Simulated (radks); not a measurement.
Values are calculated unless marked as measured or tabulated.
Species: Bi. Configuration: [Hg] 6p3 (the NIST ground configuration). Level of theory: Dirac Kohn-Sham, SOGGA, spin-unpolarised, spherical densities, finite nucleus; open shells are shared between the two j in proportion to 2j + 1; Fermi nuclear charge, rms radius 5.5211 fm (a radial shooting solver on a logarithmic mesh with Libxc functionals).

Normalised radial functions P(r) = r R(r) (large component), r in bohr:

r           5d3/2    5d5/2    6p3/2
0.001533   0.0001   0.0000   0.0011
0.002095   0.0002   0.0001   0.0019
0.002862   0.0003   0.0001   0.0034
0.00391    0.0007   0.0004   0.0058
0.005342   0.0015   0.0009   0.0099
0.007298   0.0031   0.0020   0.0166
0.00989    0.0066   0.0046   0.0264
0.01351    0.0139   0.0104   0.0408
0.01846    0.0287   0.0229   0.0590
0.02522    0.0571   0.0478   0.0776
0.03445    0.1074   0.0934   0.0874
0.04707    0.1855   0.1670   0.0737
0.06379    0.2803   0.2602   0.0246
0.08714    0.3547   0.3406  -0.0558
0.119      0.3202   0.3232  -0.1183
0.1626     0.0944   0.1207  -0.0874
0.2222    -0.2748  -0.2365   0.0523
0.3035    -0.5222  -0.5024   0.1716
0.4114    -0.3527  -0.3764   0.1016
0.562      0.2301   0.1699  -0.1352
0.7678     0.8272   0.7707  -0.2782
1.049      1.0263   1.0083  -0.1232
1.433      0.8007   0.8203   0.2339
1.942      0.4423   0.4740   0.5295
2.653      0.1684   0.1913   0.6203
3.625      0.0421   0.0516   0.5028
4.952      0.0061   0.0083   0.2951
6.765      0.0004   0.0007   0.1248
9.242      0.0000   0.0000   0.0346

5d3/2: eigenvalue -28.646 eV, 2 radial nodes at r = 0.177, 0.504 bohr, <r> = 1.21 bohr, 90 % of the charge inside 1.82 bohr. 5d5/2: eigenvalue -25.643 eV, 2 radial nodes at r = 0.182, 0.517 bohr, <r> = 1.26 bohr, 90 % of the charge inside 1.89 bohr. 6p3/2: eigenvalue -3.995 eV, 4 radial nodes at r = 0.0707, 0.201, 0.475, 1.18 bohr, <r> = 3.19 bohr, 90 % of the charge inside 4.86 bohr.
